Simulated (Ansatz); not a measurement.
```xyz
5

O    -1.1100   -0.7091    0.4672
In    0.3218    0.4910   -0.2222
H    -0.8016   -1.5955    0.6664
H     1.8692   -0.2368   -0.3526
H    -0.2794    2.0504   -0.5588
```

Charge 0, multiplicity 1. In takes the def2 core potential.

(1) List the PBE/def2-TZVPP orbital energies in eV (Ansatz). (Best estimate.)

## Answers

(1) The calculation gave: Occupied: -509.48, -121.95, -79.74, -79.41, -79.40, -23.61, -18.96, -18.75, -18.75, -18.69, -18.53, -11.37, -9.60, -7.54, -6.85, -6.73. Lowest empty: -2.19, -1.18, -0.27, 1.02, 1.84, 1.87, 2.45, 2.81.
